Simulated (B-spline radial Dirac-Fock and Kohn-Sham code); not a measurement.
Z = 22 (titanium), transition energy 203 keV. Model: a Dirac-Hartree-Slater potential of the neutral atom with a Latter tail (no hole, which puts coefficients of high multipoles low close above an edge), finite nucleus with surface currents. Program: a radial B-spline solver. Subshells that would emit electrons below 1 keV are left out.

Task: A pure transition shows α(K) = 0.0952, L1/L2 = 19.9 and L1/L3 = 22.3. What is its multipolarity?
A. E1
B. M1
C. E2
D. M3
E. E4
F. E3
G. M2
H. M4

Result: D. For comparison, α(K), L1/L2, L1/L3 are E1 0.00292, 99.9, 54.6; E2 0.0199, 35.9, 26.3; E3 0.116, 13.8, 11.9; E4 0.636, 6.63, 6.17; M1 0.00286, 64.9, 121; M2 0.0168, 32.9, 59.7; M4 0.541, 13.5, 10.7.

Values without a named source are computed, but for edge energies of neutral atoms, which are taken from tables.
